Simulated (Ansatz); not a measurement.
The same path of C₂H₉AlSiSn (14 atoms, charge 0, multiplicity 1) was run twice with different band settings. The coordinate that changes most is the dihedral Al4–Sn3–Si5–H13.

Computed with RKS B3LYP-D4/def2-SVP (Ansatz 0.2.0).

Relaxed end points:

```xyz
14
Properties=species:S:1:pos:R:3
C -2.378 -0.284 0.869
C -1.335 0.502 1.159
Sn 0.701 0.078 0.551
Al 0.970 -2.473 -0.172
Si 1.267 1.737 -1.368
H -2.276 -1.221 0.309
H -3.399 -0.027 1.179
H -1.512 1.426 1.724
H 1.724 0.513 1.878
H 2.404 -3.152 -0.246
H -0.309 -3.331 -0.566
H 2.699 1.614 -1.777
H 1.013 3.149 -0.952
H 0.418 1.440 -2.562
```

```xyz
14
Properties=species:S:1:pos:R:3
C -2.404 -0.799 0.302
C -1.674 0.241 0.722
Sn 0.492 0.289 0.685
Al 1.496 -2.163 0.401
Si 1.177 1.892 -1.243
H -1.952 -1.722 -0.079
H -3.501 -0.782 0.321
H -2.194 1.134 1.094
H 1.004 1.057 2.149
H 3.023 -2.461 0.726
H 0.579 -3.348 -0.131
H 0.779 1.305 -2.558
H 2.655 2.109 -1.260
H 0.505 3.219 -1.100
```

Common settings: movable images 5; climbing image yes; spring 5.0 eV/Å²; start path IDPP; force threshold 0.05 eV/Å; iteration limit 60; end points relaxed.

| run | optimiser | largest step |
| --- | --- | --- |
| 1 | quadratic models (default) | default |
| 2 | fire | 0.02 Å |

Task: What does each run give, and how far can it be trusted?

Result: Run 1: converged after 6 iterations, highest image 0.024 eV above the first end. A vibrational analysis at the climbing image gives one clearly imaginary mode, 69i cm⁻¹: a first-order saddle point.
Run 2: converged after 14 iterations, highest image 0.025 eV above the first end. Another band between the same ends (5 images) ends at a top of the same energy, where a vibrational analysis finds 1 clearly imaginary mode.
